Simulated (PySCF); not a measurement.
A structure optimised at PBE0-D3(BJ)/def2-TZVPD, used in a PySCF frequency run:

```
Si
O 1 1.5229
H 1 1.5279 2 118.85
```
Charge 0, spin multiplicity 2.

Write its SMILES, formula and point group.

O=[SiH], HOSi, Cs

What are its rotational constants (standard atomic weights)?

307.68, 19.895, 18.687 GHz
